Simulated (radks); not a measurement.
Question: The rubidium ion Rb2+, configuration [Ar] 3d10 4s2 4p5 (the NIST ground configuration). Method: Dirac Kohn-Sham, PBE, spin-unpolarised, spherical densities, point nucleus; open shells fill j = l - 1/2 first; computed with a radial shooting solver on a logarithmic mesh with Libxc functionals. Some entries of the table are withheld. Estimate them.

orbital,occ.,eigenvalue (eV),r(max) (bohr),<r^2> (bohr^2)
1s1/2,2,-15048.30,0.02628,0.002187
2s1/2,2,-2027.243,0.1496,0.03723
2p1/2,2,-1840.533,0.1173,0.02846
2p3/2,4,-1779.744,0.1207,0.02987
3s1/2,2,-317.7777,0.4510,0.2992
3p1/2,2,-250.8830,0.4406,0.3059
3p3/2,4,-241.7471,0.4494,0.3183
3d3/2,4,-124.7307,0.3916,0.3344
3d5/2,6,-123.1784,0.3942,0.3392
4s1/2,2,-50.3170,(1),2.298
4p1/2,2,(2),(3),3.000
4p3/2,3,(4),(5),3.116

Answer: 
(1) 4s1/2 r(max) (bohr): 1.250
(2) 4p1/2 eigenvalue (eV): -34.3638
(3) 4p1/2 r(max) (bohr): 1.382
(4) 4p3/2 eigenvalue (eV): -33.3844
(5) 4p3/2 r(max) (bohr): 1.409
